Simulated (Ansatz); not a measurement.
Cost and result up the ladder for 1-ethyl-3-methylimidazolium trifluoroacetate (C8H11F3N2O2) (26 atoms). Charge 0, multiplicity 1. Geometry: PBE0-D4/def2-SVP.

Cartesian coordinates in Å:
```
C -0.584 2.853 -1.604
C -1.135 2.033 -0.454
N -1.273 0.619 -0.791
C -2.237 0.035 -1.582
C -1.946 -1.296 -1.627
N -0.814 -1.486 -0.866
C -0.135 -2.747 -0.607
C -0.418 -0.314 -0.370
H -0.493 3.905 -1.298
H -1.239 2.812 -2.488
H 0.415 2.496 -1.892
H -0.462 2.072 0.415
H -2.123 2.398 -0.133
H -3.046 0.601 -2.036
H -2.454 -2.116 -2.127
H 0.611 -2.563 0.189
H 0.355 -3.102 -1.525
H -0.868 -3.492 -0.270
H 0.463 -0.081 0.324
O 1.675 -1.726 1.662
C 1.917 -0.549 1.945
O 1.502 0.499 1.395
C 2.854 -0.286 3.150
F 3.908 0.453 2.784
F 2.208 0.390 4.111
F 3.321 -1.406 3.695
```

Ansatz on 4 threads of Arm Neoverse V2 on a shared host. Times are rough, and most runs start from the orbitals of an earlier one. PBE0-D4/def2-TZVP serves as the yardstick here, not as an exact answer. Differences are given only for rows in sets of like size (and for xTB, whose basis is part of the method), since another set adds its own error. Binding counts from free atoms at the same level (C triplet, N quartet, H doublet, O triplet, F doublet; other spins of the atoms weren't run), without zero-point energy or a counterpoise term.

Correlated methods freeze 15 core orbitals. The rows differ in basis, and correlated rows in double-zeta sets carry the largest basis error.

Correlated methods converge slowly with the basis, most of all in double-zeta sets.

| level | functions | wall time | binding energy per atom (eV) | difference from PBE0-D4/def2-TZVP (eV) |
| --- | --- | --- | --- | --- |
| HF/STO-3G | 86 | 0.85 s | 3.24 | – |
| PBE-D4/def2-SVP | 265 | 5.5 s | 4.72 | – |
| PBE0-D4/def2-SVP | 265 | 12 s | 4.57 | – |
| MP2/def2-SVP | 265 | 12 s | 4.36 | – |
| PBE-D4/def2-TZVP (with forces) | 531 | 16 s | 4.64 | 0.14 |
| r2SCAN-D4/def2-TZVP (with forces) | 531 | 28 s | 4.47 | -0.03 |
| PBE0-D4/def2-TZVP | 531 | 32 s | 4.50 | 0.00 |
